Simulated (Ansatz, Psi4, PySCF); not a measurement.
anisole (C₇H₈O), singlet, at a GFN2-xTB geometry. Base run: MP2/6-31G* run with PySCF.

PySCF was given this input:
```python
from pyscf import gto, scf, mp

mol = gto.M(
    atom='''
C    -2.765641    0.244745   -0.124440
O    -1.686908   -0.464926   -0.680703
C    -0.426658   -0.186880   -0.240393
C     0.598518   -0.926087   -0.832817
C     1.910108   -0.722877   -0.459414
C     2.224211    0.218573    0.509120
C     1.210897    0.951309    1.096738
C    -0.111371    0.756630    0.730324
H    -3.656987   -0.138126   -0.619224
H    -2.849125    0.071534    0.953640
H    -2.681595    1.319986   -0.314233
H     0.335083   -1.653801   -1.584192
H     2.693503   -1.301708   -0.925864
H     3.251031    0.377588    0.801378
H     1.443702    1.687509    1.852423
H    -0.880735    1.343944    1.206983
''',
    basis='6-31g*',
    charge=0,
    spin=0,
    verbose=4,
)

mf = scf.RHF(mol)
mf.kernel()

pt = mp.MP2(mf)
pt.kernel()
print('E(MP2) = %.10f' % pt.e_tot)
```

The same geometry, method and basis name were run in Ansatz (a program for electronic structure) and Psi4 and PySCF, at each program's defaults and at the settings that a row names. The base is PySCF at its defaults. Differences at the defaults can come from grids, fitting, cores and function types together.

```
code and settings                                                                                     ΔE vs base (mEh)  basis functions      E (Eh)  SCF cycles
----------------------------------------------------------------------------------------------------  ----------------  ---------------  ----------  ----------
PySCF, defaults (exact integrals, spherical functions, all electrons correlated)                                 0.000              128  -345.65165          12
Psi4, defaults (density fitting with its default set, Cartesian functions, all electrons correlated)           -29.443              136  -345.68109          13
Ansatz, defaults (factorised integrals, Cartesian functions, frozen core)                                        7.270              136  -345.64438           -
PySCF, frozen core                                                                                              20.240              128  -345.63141          12
Psi4, exact integrals, spherical functions, frozen core                                                         20.240              128  -345.63141          13
Ansatz, high accuracy, frozen core, Cartesian functions as the basis file defines them                           7.256              136  -345.64439           -
```
